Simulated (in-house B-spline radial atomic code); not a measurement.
Inner levels of rhodium as electrons are removed. A shift is the extra binding of the orbital against the neutral atom ([Kr] 4d8 5s1). Computed with an all-electron radial atomic-structure program (B-spline basis): non-relativistic Hartree-Fock, average of the configuration, point nuclei.

This level leaves out relativity, spin-orbit splitting included, which matters for heavy ions.

```csv
ion,configuration,shift of 3d (eV),shift of 2p (eV),shift of 3s (eV),radius of 3d (bohr),radius of 2p (bohr),radius of 3s (bohr),Σ<r²> (bohr²),change of density at nucleus (bohr⁻³)
Rh,[Kr] 4d8 5s1,0,0,0,0.36898,0.12602,0.40032,53.662,-
Rh+,[Kr] 4d8,7.3253,7.3069,7.2891,0.36898,0.12602,0.40034,35.988,-5.0127
Rh2+,[Kr] 4d7,21.406,21.445,21.403,0.36899,0.12602,0.40032,30.505,-3.0493
Rh3+,[Kr] 4d6,37.47,37.673,37.507,0.36894,0.12601,0.40027,26.359,-0.0981
Rh4+,[Kr] 4d5,55.235,55.722,55.311,0.36884,0.12601,0.40018,23.001,3.7837
Rh5+,[Kr] 4d4,74.522,75.431,74.636,0.36867,0.12601,0.40005,20.17,8.5431
Rh6+,[Kr] 4d3,95.212,96.691,95.36,0.36843,0.126,0.39988,17.721,14.136
Rh7+,[Kr] 4d2,?,?,?,?,?,?,?,?
Rh8+,[Kr] 4d1,140.48,143.59,140.67,0.36771,0.12599,0.39941,13.638,27.704
Rh9+,[Ar] 3d10 4s2 4p6,164.95,169.12,165.15,0.36722,0.12598,0.3991,11.904,35.635
Rh10+,[Ar] 3d10 4s2 4p5,192.47,198,192.44,0.3665,0.12597,0.39872,10.545,46.819
Rh11+,[Ar] 3d10 4s2 4p4,?,?,?,?,?,?,?,?
Rh12+,[Ar] 3d10 4s2 4p3,?,?,?,?,?,?,?,?
Rh13+,[Ar] 3d10 4s2 4p2,280.06,290.57,279.16,0.36397,0.12593,0.39738,6.9499,83.898
```

Q: Fill in the row of Rh7+.

A: shift of 3d (eV): 117.22; shift of 2p (eV): 119.43; shift of 3s (eV): 117.39; radius of 3d (bohr): 0.36811; radius of 2p (bohr): 0.126; radius of 3s (bohr): 0.39967; Σ<r²> (bohr²): 15.563; change of density at nucleus (bohr⁻³): 20.533.

Q: Fill in the row of Rh11+.

A: shift of 3d (eV): 220.84; shift of 2p (eV): 227.87; shift of 3s (eV): 220.55; radius of 3d (bohr): 0.36571; radius of 2p (bohr): 0.12596; radius of 3s (bohr): 0.39831; Σ<r²> (bohr²): 9.2727; change of density at nucleus (bohr⁻³): 58.591.

Q: Fill in the row of Rh12+.

A: shift of 3d (eV): 250.05; shift of 2p (eV): 258.74; shift of 3s (eV): 249.46; radius of 3d (bohr): 0.36487; radius of 2p (bohr): 0.12594; radius of 3s (bohr): 0.39786; Σ<r²> (bohr²): 8.0766; change of density at nucleus (bohr⁻³): 70.951.
